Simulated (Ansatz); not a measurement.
Total energies of AlH₇SiSn (`[SiH3][AlH][SnH3]`).

Cartesian coordinates in Å:
```
Si -2.014 0.975 0.163
Al -0.431 -0.891 0.378
Sn 2.115 -0.551 -0.319
H -1.540 2.136 0.971
H -3.402 0.654 0.596
H -2.072 1.429 -1.257
H -0.886 -2.312 0.927
H 2.597 -1.647 -1.545
H 2.455 1.018 -0.912
H 3.178 -0.812 0.999
```

The species carries charge 0 and has multiplicity 1. Correlated methods include outer-core shells of Sn, which these sets cover unevenly. Sn: def2 effective core potential. The structure was optimised at the PBE0-D4/def2-TZVP level. Basis def2-TZVPP, Ansatz.

RPA on PBE orbitals: Hartree–Fock energy of these orbitals -748.20873 Eh, correlation -0.95769 Eh (frozen core).

```csv
functional,energy without D4 (Eh),D4 term (kJ/mol)
LDA (SPW92),-747.78576,–
revPBE,-750.34315,-45.8
BLYP,-750.33773,-39.5
r2SCAN,-750.43102,-4.6
PBE0,-750.17275,-16.5
B3LYP,-750.53831,-30.9
r2SCANh,-750.41686,-5.1
r2SCAN0,-750.39668,-5.7
HSE06 (plane-wave form),-750.15715,-15.8
CAM-B3LYP,-750.39857,-17.4
LC-ωPBE,-750.27587,–
ωB97M-V,-750.29378,–
B2PLYP,-749.94960,–
PBE-QIDH,-749.80076,–
```

Task: Give the same for PBE, B97M-V, BHLYP, ωB97X-V. (An estimate is asked.)

Result: Ansatz gave: 
```tsv
functional	energy without D4 (Eh)	D4 term (kJ/mol)
PBE	-750.10152	-19.0
B97M-V	-750.28638	–
BHLYP	-750.33774	-28.7
ωB97X-V	-750.30733	–
```

B3LYP takes the VWN-RPA correlation (the form of Gaussian; ORCA's B3LYP/G). HSE06 is the plane-wave form, built on full-range PBE exchange. The double hybrids freeze the cores in their second-order part.

LC-ωPBE has ω = 0.4 bohr⁻¹.
